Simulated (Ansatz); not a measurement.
Zn₂O. The state is a singlet with charge 0. Geometry PBE-D4/def2-TZVP, basis def2-TZVP, Ansatz.

Cartesian coordinates in Å:
```
Zn -0.059 -0.782 2.056
Zn 0.006 0.089 -0.233
O 0.053 0.693 -1.823
```

```tsv
run	HOMO (eV)	LUMO (eV)
A	-6.02	-3.73
B	-8.39	-2.04
C	-5.14	-4.36
D	-5.23	-4.68
E	-4.98	-4.40
```

LC-ωPBE has ω = 0.4 bohr⁻¹. Another isomer (triplet) lies 1.28 eV lower at PBE0-D4/def2-TZVP; other spin states weren't run for this one.

**Question.** The runs used LC-ωPBE, LDA (SPW92), PBE, PBE0, r2SCAN. Estimate which is which.

**Answer.** A PBE0 (25 % exact exchange); B LC-ωPBE (range-separated); C r2SCAN (0 % exact exchange); D LDA (SPW92) (0 % exact exchange); E PBE (0 % exact exchange). Exact exchange lowers occupied and raises empty levels; among semilocal functionals meta-GGAs tend to open the gap a little, and such runs are hard to tell apart. The gap grows from 0.55 eV (LDA (SPW92)) to 6.34 eV (LC-ωPBE). The restricted singlet is unstable towards broken spin symmetry in Hartree–Fock (as tested in another run); at PBE0-D4/def2-TZVP, LC-ωPBE/def2-TZVP, r2SCAN-D4/def2-TZVP, LDA (SPW92)/def2-TZVP and others this wasn't settled.
